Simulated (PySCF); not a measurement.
A run with a changed setting

The sound run of Eu(OH)3 (singlet in the valence; each metal's 4f electrons, 6 of them, lie in its core potential, out of spins and levels) uses PySCF 2.14.0, RKS B3LYP, Eu lcecp-1-SVP with ECP52, O def2-SVP, H def2-SVP; non-relativistic Hamiltonian with scalar-relativistic core potentials where named; density fitting; no spin-orbit coupling, grid (50, 194), threshold 1e-8 and 55 cycles at the relaxed geometry. This run differs:

```python
mol = gto.M(atom='''
Eu     0.00000    -0.00000     0.02689
O      2.09222     0.00001     0.12534
H      3.04836     0.00002     0.20359
O     -1.04612     1.81191     0.12534
H     -1.52419     2.63995     0.20359
O     -1.04610    -1.81193     0.12534
H     -1.52416    -2.63996     0.20359''',
    basis={'Eu': 'lcecp-1-SVP', 'O': 'def2-SVP', 'H': 'def2-SVP'},
    ecp={'Eu': 'lcecp-1-SVP'},
    charge=0, spin=0)
mf = dft.RKS(mol, xc='B3LYP')
mf.grids.atom_grid = (50, 194)  # f atoms: unpruned, at least (60, 302)
mf = mf.density_fit()  # fitting sets: Eu AutoAux, O def2-universal-JKFIT, H def2-universal-JKFIT
mf.conv_tol = 1e-08; mf.max_cycle = 66
mf.kernel(mf.get_init_guess(key='1e'))
mf.nuc_grad_method().kernel()
```

Task: What was changed, and how did it end?

Result: The start was changed to the bare core Hamiltonian. It converged in 13 cycles, 0.000 eV from the sound run, largest force component 0.00 eV/Å. The cycle limit differs too. No harm here: the result survives it.
```
init E= -241.593015616025
cycle= 1 E= -232.205229494567  delta_E= 9.39  |g|= 5.88  |ddm|= 27.9
cycle= 2 E= -247.605751539419  delta_E= -15.4  |g|= 7.06  |ddm|= 27.1
cycle= 3 E= -259.187341782929  delta_E= -11.6  |g|= 4.14  |ddm|= 4.94
cycle= 4 E= -260.780624224045  delta_E= -1.59  |g|=  3.2  |ddm|= 0.815
cycle= 5 E= -262.508704043984  delta_E= -1.73  |g|= 1.24  |ddm|= 1.35
...
cycle= 11 E= -262.811558144635  delta_E= -1.51e-07  |g|= 0.00043  |ddm|= 0.00123
cycle= 12 E= -262.811558183331  delta_E= -3.87e-08  |g|= 1.4e-05  |ddm|= 0.000312
cycle= 13 E= -262.811558183393  delta_E= -6.16e-11  |g|= 2.48e-06  |ddm|= 2.15e-05
Extra cycle  E= -262.811558183392  delta_E= 4.55e-13  |g|= 2.18e-06  |ddm|= 5.11e-06
converged SCF energy = -262.811558183392
```

Run from Python with OMP_NUM_THREADS=2; the lines above give its settings.
It took 9.8 s on 2 threads of AMD EPYC (Zen 3), on a shared host.

An lcecp potential fixes the number of 4f electrons, so in runs with it no electron can move into or out of that shell.
